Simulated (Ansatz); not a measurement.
Mulliken charges of Cl2H4OSSi2 (`O[SiH2]S[SiH](Cl)Cl`) from PBE/def2-TZVPP in Ansatz (PBE0-D4/def2-TZVP geometry).

```csv
atom,x (Å),y (Å),z (Å),charge (e)
O1,-0.588,0.432,2.211,-0.331
Si2,0.718,-0.039,1.350,0.429
S3,0.264,-1.574,-0.094,-0.238
Si4,-0.251,-0.273,-1.664,0.468
Cl5,-1.697,1.071,-1.073,-0.204
Cl6,-0.986,-1.391,-3.197,-0.172
H7,-1.325,0.798,1.716,0.191
H8,1.328,1.089,0.599,-0.063
H9,1.660,-0.646,2.309,-0.046
H10,0.879,0.532,-2.158,-0.035
```

By hand: the dipole of these point charges (1 e Å = 4.8032 D).

Σ q r = (0.394, 0.203, 0.119) e Å, of length 0.459 e Å = 2.20 D.

How does the dipole of the full density compare? (Estimate.)

Ansatz gave: (0.099, 0.174, -0.010) e Å, 0.96 D; the point charges give 2.29 times that, at 37° from its direction.

Point charges leave out the atoms' own dipoles, such as those of lone pairs, and Mulliken's split depends on the basis, so the two needn't agree.
